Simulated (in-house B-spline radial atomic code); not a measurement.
**Functionals against successive ionisation energies: Br to Br⁵⁺**

Ionisation energies as differences of self-consistent total energies from an all-electron radial atomic-structure program (B-spline basis): all electrons, radial basis limit, scalar-relativistic (one-electron X2C), spin-polarised at highest spin, spherical densities; exact exchange is averaged over the determinants of each configuration. No spin-orbit coupling, Breit or QED terms. NIST's values run from ground level to ground level, so in open shells the differences also hold multiplet and fine-structure energies that spherical high-spin averages miss. Columns give computed minus NIST, in eV; a star marks a semi-empirical value. Species are left out where the tabulated value is theory, is uncertain by more than 0.12 eV, or (13 ions, such as In⁴⁺, Te⁴⁺ and Bi⁴⁺) lies off its series for all methods alike, which flatters the means a little.

```csv
species,shell,NIST (eV),PBEsol,wB97X,r2SCAN0,B97-1
Br,4p,11.81,+0.05,-0.03,+0.12,-0.03
Br⁺,4p,21.59,-0.33,+0.03,-0.48,-0.24
Br²⁺,4p,34.87 ± 0.02,+0.25,+0.07,+0.75,+0.22
Br³⁺,4p,47.78 ± 0.01,-0.84,-1.11,-0.56,-0.98
Br⁴⁺,4p,59.59 ± 0.03,-0.44,-0.50,-0.45,-0.60
Br⁵⁺,4s,87.39 ± 0.03,+0.43,+0.05,-0.29,+0.49
```

Q: How do the methods rank, and which species is hardest?

A: Mean absolute (signed) differences: wB97X 0.30 (-0.25) eV; PBEsol 0.39 (-0.15) eV; B97-1 0.43 (-0.19) eV; r2SCAN0 0.44 (-0.15) eV. For Br³⁺, which loses a 4p electron, the nearest method is off by -0.56 eV, the largest such miss.
